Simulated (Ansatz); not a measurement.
Cost and result for the atomization energy of CH4BrClSi (`[SiH3]C(Cl)Br`) (8 atoms, 7 bonds).

Charge 0, multiplicity 1. Correlated methods include outer-core shells of Br, which these sets cover unevenly. Scalar relativity is left out up to krypton. Geometry: relaxed with PBE0-D4/def2-TZVP. Program: Ansatz. All runs use 4 threads of an Arm Neoverse V2 on a shared host. Times are those of one run each, without the atoms' runs, and a repeat can differ threefold. Electronic energies, without spin–orbit coupling; frozen cores. CCSD(T)/CBS adds CCSD(T) − MP2 in def2-TZVPP to the MP2 limit, and its time is that of the two runs behind it. T1 = 0.009. With those shells the extrapolation isn't a true limit. B3LYP takes the VWN-RPA correlation (the form of Gaussian; ORCA's B3LYP/G).

CCSD(T)/CBS is a level of theory with its own doubt, some kJ/mol a heavy atom from the limit and from the frozen cores, so smaller differences don't rank the functionals.

```tsv
level	functions	wall time
PBE-D4/def2-TZVPP (with forces)	219	1.9 s
PBE0-D4/def2-TZVPP	219	2.6 s
r2SCAN-D4/def2-TZVPP (with forces)	219	4 s
B3LYP-D4/def2-TZVPP (with forces)	219	4 s
B2PLYP/def2-TZVPP	219	4.3 s
ωB97X-V/def2-TZVPP	219	6.5 s
ωB97M-V/def2-TZVPP (with forces)	219	10 s
MP2/def2-QZVPP	406	16 s
CCSD(T)/def2-TZVPP	219	90 s
CCSD(T)/CBS(def2)	–	110 s
```

What atomization energy does each give, and how far from CCSD(T)/CBS? (Best estimate.)

Computed: 
| level | atomization (kcal/mol) | difference from CCSD(T)/CBS | per bond |
| --- | --- | --- | --- |
| PBE-D4/def2-TZVPP (with forces) | 575.0 | 4.7 | 0.7 |
| PBE0-D4/def2-TZVPP | 567.6 | -2.7 | -0.4 |
| r2SCAN-D4/def2-TZVPP (with forces) | 569.8 | -0.5 | -0.1 |
| B3LYP-D4/def2-TZVPP (with forces) | 564.1 | -6.2 | -0.9 |
| B2PLYP/def2-TZVPP | 557.6 | -12.7 | -1.8 |
| ωB97X-V/def2-TZVPP | 570.5 | 0.2 | 0.0 |
| ωB97M-V/def2-TZVPP (with forces) | 568.4 | -1.9 | -0.3 |
| MP2/def2-QZVPP | 571.2 | 0.9 | 0.1 |
| CCSD(T)/def2-TZVPP | 552.7 | -17.6 | -2.5 |
| CCSD(T)/CBS(def2) | 570.3 | 0.0 | 0.0 |

In def2-TZVPP, CCSD(T) changes the Hartree–Fock value by +143.4 kcal/mol (the triples alone add +9.8 kcal/mol) and MP2 by +151.5 kcal/mol; breaking electron pairs costs correlation energy, which Hartree–Fock lacks. The D4 term adds +8.6 kcal/mol with B3LYP and +4.4 kcal/mol with PBE0; it sums over pairs of atoms, weighted by their polarisabilities, and B3LYP, whose exchange is more repulsive, gets the larger term. From PBE to PBE0 (25 % exact exchange), in def2-TZVPP and without D4, the atomization energy moves by −6.6 kcal/mol: exact exchange takes away binding that semilocal exchange gives to molecules.
